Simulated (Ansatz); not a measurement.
CH10B2Si2, SMILES `B[Si](B)(C)[SiH3]`. Charge 0, multiplicity 1. The geometry is a stationary point of PBE0-D4/def2-TZVP.

```xyz
15

B    -0.938   -0.337    1.366
Si   -0.332   -0.663   -0.564
B    -0.663    0.902   -1.609
C     1.203   -1.728   -0.722
Si    0.082    1.378    0.519
H    -2.129   -0.204    1.419
H    -0.400   -1.103    2.117
H    -1.674    1.501   -1.351
H    -0.033    1.223   -2.575
H     1.949   -1.452    0.028
H     1.641   -1.646   -1.718
H     0.938   -2.774   -0.543
H    -0.574    2.690    0.704
H    -0.562    0.776    1.949
H     1.492    1.438    0.981
```

**Question.** What is the dipole moment at PBE/def2-TZVPP? (An estimate is asked.)

**Answer.** Computed: 1.70 D, with components (1.57, -0.55, 0.33) D in this frame, pointing from negative to positive charge.

**Question.** And with r2SCAN, B3LYP, ωB97M-V? (Estimate.)

**Answer.** Ansatz gave: r2SCAN 1.70 D, B3LYP 1.66 D, ωB97M-V 1.69 D.

**Question.** Give the Mulliken charges with PBE, r2SCAN, B3LYP in def2-TZVPP. (Estimate.)

**Answer.** The calculation gave: 
```csv
atom,PBE,r2SCAN,B3LYP
B1,-0.21,-0.18,-0.19
Si2,0.10,0.19,0.10
B3,-0.16,-0.18,-0.15
C4,-0.37,-0.31,-0.39
Si5,0.14,0.22,0.18
H6,0.05,0.02,0.05
H7,0.05,0.03,0.05
H8,0.04,0.02,0.04
H9,0.03,0.02,0.04
H10,0.11,0.08,0.11
H11,0.12,0.09,0.12
H12,0.11,0.08,0.11
H13,-0.01,-0.03,-0.03
H14,0.04,0.01,0.01
H15,-0.04,-0.05,-0.05
```

B3LYP here is the variant with VWN-RPA as its local correlation; programs differ in this.
